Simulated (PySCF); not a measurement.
PySCF job for C4H10OSi, SMILES C[C@H]1OC[Si@H]1C, PBE0/pcSseg-1. The structure is a stationary point at PBE0-D3(BJ)/def2-SVP. The structure was generated by enumeration; whether it is a known compound was not checked.

```python
import numpy as np
from pyscf import gto, scf, dft
from pyscf.prop.nmr import rks as nmr

mol = gto.M(
    atom='''
    C    -1.52707335    1.47546632    0.44669872
    C    -1.09550844    0.03460652    0.32647081
    O    -1.07386252   -0.38646515   -1.05231062
    C     0.07879005   -1.23282027   -1.14163580
    Si    0.72943175   -0.51534350    0.49716487
    C     2.00233947    0.85057184    0.33674133
    H    -2.52160137    1.61760331   -0.00622527
    H    -1.58897212    1.77558711    1.50430593
    H    -0.82709857    2.15216844   -0.06700355
    H    -1.78732859   -0.61129676    0.90545294
    H     0.63094349   -1.04251465   -2.07707326
    H    -0.19417963   -2.30575790   -1.11929813
    H     1.11065375   -1.45238105    1.60252191
    H     2.06981425    1.44148622    1.26373935
    H     3.00110877    0.43553276    0.12922705
    H     1.73422938    1.52915617   -0.48712059
    ''',
    basis='pcSseg-1',
    charge=0,
    spin=0,
    max_memory=1600,
    verbose=3,
)
mf = dft.RKS(mol, xc='pbe0')
mf.grids.level = 3
mf.conv_tol = 1e-10
mf.max_cycle = 100
mf.kernel()
n = nmr.NMR(mf)
n.verbose = 2
n.max_cycle_cphf = 60
sigma = n.kernel()
print('atom   isotropic/ppm   span/ppm')
for i, s in enumerate(sigma):
    w = np.linalg.eigvalsh((s + s.T) / 2)
    print(f'{mol.atom_symbol(i):2s}{i + 1:3d} {w.mean():14.3f} {w[2] - w[0]:11.3f}')
```

Output:

```
converged SCF energy = -522.69420096253
atom   isotropic/ppm   span/ppm
C   1        164.414      33.729
C   2        110.018     101.040
O   3        279.666     144.737
C   4        121.498      96.566
Si  5        342.388      89.078
C   6        191.462       9.858
H   7         29.705      10.308
H   8         30.552       9.844
H   9         29.856       8.123
H  10         26.860       6.143
H  11         27.467       8.623
H  12         26.998       8.199
H  13         25.924       7.582
H  14         30.955      11.337
H  15         30.872      11.595
H  16         30.402      10.568
```

The run converged.

Cost: about 70 core-seconds (a rough figure).
